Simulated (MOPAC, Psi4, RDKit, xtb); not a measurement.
Internal rotation in SMILES c1cc(cs1)-c1sc(C)cc1. Scanned: dihedral S11–C5–C6–C7; all other coordinates were relaxed at GFN2-xTB. Points at φ and −φ are mirror images. Heavy atoms are numbered in the order of the SMILES Cc1ccc(-c2ccsc2)s1, hydrogens after them in the order of the atoms that carry them; the mirror image has the same energies with the sign of each dihedral reversed.

- UFF // GFN2-xTB (RDKit)
- PM3, restricted, heats of formation // GFN2-xTB (MOPAC)
- GFN1-xTB // GFN2-xTB (xtb)
- PBE-D3(BJ)/def2-SVP // GFN2-xTB (Psi4)

Energies relative to the lowest point of each profile, in kcal/mol; the last columns give the difference from PBE-D3(BJ):

```csv
φ / °,UFF,PM3,GFN1-xTB,PBE-D3(BJ)/def2-SVP,UFF − PBE-D3(BJ)/def2-SVP,PM3 − PBE-D3(BJ)/def2-SVP,GFN1-xTB − PBE-D3(BJ)/def2-SVP
-165,0.2,0.0,0.2,0.0,0.1,0.0,0.1
-150,0.9,0.1,0.7,0.3,0.5,-0.2,0.4
-135,2.3,0.4,1.6,1.1,1.2,-0.7,0.5
-120,4.2,0.7,2.8,2.2,2.0,-1.4,0.6
-105,6.2,0.9,3.8,3.3,2.9,-2.4,0.5
-90,7.1,0.9,4.1,3.8,3.3,-2.9,0.4
-75,6.1,0.8,3.7,3.2,2.9,-2.4,0.5
-60,4.2,0.6,2.7,2.0,2.2,-1.4,0.7
-45,2.4,0.4,1.6,1.0,1.3,-0.7,0.6
-30,1.0,0.1,0.7,0.5,0.6,-0.3,0.2
-15,0.3,0.0,0.2,0.3,0.1,-0.3,-0.1
0,0.2,0.0,0.0,0.3,-0.1,-0.3,-0.3
15,0.3,0.0,0.2,0.3,0.1,-0.3,-0.1
30,1.0,0.1,0.7,0.5,0.6,-0.3,0.2
45,2.4,0.4,1.6,1.0,1.3,-0.7,0.6
60,4.2,0.6,2.7,2.0,2.2,-1.4,0.7
75,6.1,0.8,3.7,3.2,2.9,-2.4,0.5
90,7.1,0.9,4.1,3.8,3.3,-2.9,0.4
105,6.2,0.9,3.8,3.3,2.9,-2.4,0.5
120,4.2,0.7,2.8,2.2,2.0,-1.4,0.6
135,2.3,0.4,1.6,1.1,1.2,-0.7,0.5
150,0.9,0.1,0.7,0.3,0.5,-0.2,0.4
165,0.2,0.0,0.2,0.0,0.1,0.0,0.1
180,0.0,0.1,0.0,0.0,0.0,0.1,0.0
```

UFF is furthest from PBE-D3(BJ)/def2-SVP at -90 (3.3 kcal/mol, above); its mean absolute difference over the points is 1.4 kcal/mol.

PM3 is furthest from PBE-D3(BJ)/def2-SVP at -90 (-2.9 kcal/mol, below); its mean absolute difference over the points is 1.1 kcal/mol.

GFN1-xTB is furthest from PBE-D3(BJ)/def2-SVP at -60 (0.7 kcal/mol, above); its mean absolute difference over the points is 0.4 kcal/mol.
